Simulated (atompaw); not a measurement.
Pseudopotential generation for germanium (Ge): PAW (atompaw), PBEsol, scalar-relativistic.

atompaw 4.2.0.5 was run on this input:

```
Ge 32
GGA-PBESOL scalarrelativistic loggrid 1500 logderivrange -3 5 201
4 4 3 0 0 0
4 1 1
0 0 0
c
c
c
v
c
c
v
c
1
2.05 1.95 2.00 1.75
y
-1.15
n
y
-0.35
n
custom polynom vanderbiltortho sinc
bessel
1.65
2.05
2.05
2.05
PWSCFOUT
UPFDX 0.0125d0 UPFXMIN -7.d0 UPFZMESH 32.d0
END
```

Command:

```bash
atompaw < Ge.input > Ge.log
```

The program printed (summary file):

```
Completed calculations for Ge (AE)

 Exchange-correlation type: GGA, Perdew-Burke-Ernzerhof modified (PBEsol)

 Radial integration grid is logarithmic
 r0 =   2.6318935E-04 h =   8.4220592E-03   n =      1500 rmax =   8.0000000E+01

 Scalar relativistic calculation

 AEatom converged in  31 iterations
   nz     =  32.00
   delta  =       2.768473125841E-16

 All Electron Orbital energies:
  n  l      occupancy      energy
  1  0      2.0000000E+00 -8.0562967E+02
  2  0      2.0000000E+00 -1.0140547E+02
  3  0      2.0000000E+00 -1.3021103E+01
  4  0      2.0000000E+00 -1.4621326E+00
  2  1      6.0000000E+00 -8.8723393E+01
  3  1      6.0000000E+00 -9.1484673E+00
  4  1      1.0000000E+00 -8.2736592E-01
  3  2      1.0000000E+01 -2.8177830E+00

 Total energy
   Total                    :    -4194.04033551740031

 ---
 Completed calculations for Ge (SC)

 Exchange-correlation type: GGA, Perdew-Burke-Ernzerhof modified (PBEsol)

 Radial integration grid is logarithmic
 r0 =   2.6318935E-04 h =   8.4220592E-03   n =      1500 rmax =   8.0000000E+01

 Scalar relativistic calculation

 SCatom converged in   1 iterations
   nz     =  32.00
   delta  =       4.097878092433E-17

 Valence Electron Orbital energies:
  n  l      occupancy      energy
   4  0      2.0000000E+00 -1.4621326E+00
   4  1      1.0000000E+00 -8.2736592E-01

 Total energy
   Total                    :    -4194.04033551830980
   Valence                  :     -160.12699499719639

 PAW parameters:
       lmax =            1
         rc =    2.0509556469435419
        irc =         1065
   rc_shape =    1.9498780795435136
    rc_vloc =    1.9997784362637665
    rc_core =    1.7624198546950836
   Vloc: truncated form - Vps(r)=A.sin(qr)/r for r<rc
   Projector type: polynomial pseudization + Vanderbilt ortho.
   Sinc^2 compensation charge shape zeroed at   1.9499E+00

 Number of basis functions     4
 No.   n  nodes  l      Energy         Cp coeff         Occ
  1    4    3    0   -0.1462133E+01 -0.8554882E+01  0.2000000E+01
  2  999    4    0   -0.1150000E+01 -0.8786894E+00  0.0000000E+00
  3    4    2    1   -0.8273659E+00 -0.1505738E+05  0.1000000E+01
  4  999    3    1   -0.3500000E+00 -0.4331075E+04  0.0000000E+00

 Eigenvalues of overlap operator (in the basis of projectors):
    1        5.42422154E-03
    2        8.21528881E-01
    3        2.69318615E+01
    4        2.01398177E+03

 Orbital leakage outside PAW augmentation regions
   orb  is_core?  %out_of_sphere
   1 0    T           0.00
   2 0    T           0.00
   3 0    T           0.01
   4 0    F          43.41
   2 1    T           0.00
   3 1    T           0.04
   4 1    F          65.61
   3 2    T           0.93

 Summary of PAW energies
   Total valence energy     :   -160.12700294580438
   Smooth energy            :      7.27155167413606
   One center               :   -167.39855461994046
   Smooth kinetic           :      2.27805082418481
   Vloc energy              :      0.96147547160600
   Smooth exch-corr         :     -3.61220767493664
   One-center xc            :   -151.80990534962399
```

The run took about 4.7 s on one core of a shared server CPU.
